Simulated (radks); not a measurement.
Results of a calculation; reference values are marked as such.
Species: neutral mercury. Configuration: [Hg].

Level of theory: scalar-relativistic Kohn-Sham, BLYP, spin-unpolarised, spherical densities, finite nucleus; Fermi nuclear charge, rms radius 5.4648 fm (a radial shooting solver on a logarithmic mesh with Libxc functionals).

Energy parts (hartree):
part                       energy
total                 -19619.0010
kinetic                22010.6662
electron-nucleus      -48862.8728
Hartree                 7604.4533
exchange-correlation    -371.2478

Orbitals (lengths in bohr, moments of r in powers of bohr):
| orbital | occ. | eigenvalue (hartree) | <r^2> |
|---|---|---|---|
| 1s | 2 | -3055.470 | 0.0003809 |
| 2s | 2 | -541.5744 | 0.005797 |
| 2p | 6 | -467.1994 | 0.004897 |
| 3s | 2 | -128.5089 | 0.03735 |
| 3p | 6 | -107.0095 | 0.03848 |
| 3d | 10 | -84.33909 | 0.03187 |
| 4s | 2 | -28.24057 | 0.1799 |
| 4p | 6 | -21.18881 | 0.2057 |
| 4d | 10 | -12.80909 | 0.2328 |
| 5s | 2 | -4.33779 | 0.9109 |
| 4f | 14 | -3.51887 | 0.2811 |
| 5p | 6 | -2.43983 | 1.221 |
| 5d | 10 | -0.35679 | 2.703 |
| 6s | 2 | -0.24932 | 8.466 |

The highest occupied level is 6s at -6.784 eV. Summed over all electrons, <r^2> = 61.64 bohr^2, which gives a Langevin (diamagnetic) susceptibility term of -48.8 x 10^-6 cm^3/mol. For comparison, the ionisation energy in NIST's Atomic Spectra Database is 10.438 eV (measured). In exact Kohn-Sham theory the highest level is minus the ionisation energy, but local and semilocal functionals leave it too shallow, through self-interaction and a potential that decays too fast; potentials with the right tail come closer. The density falls to 0.001 e/bohr^3 at r = 4.33 bohr. The electron density at the nucleus is 2.502e+06 e/bohr^3 (large components only).
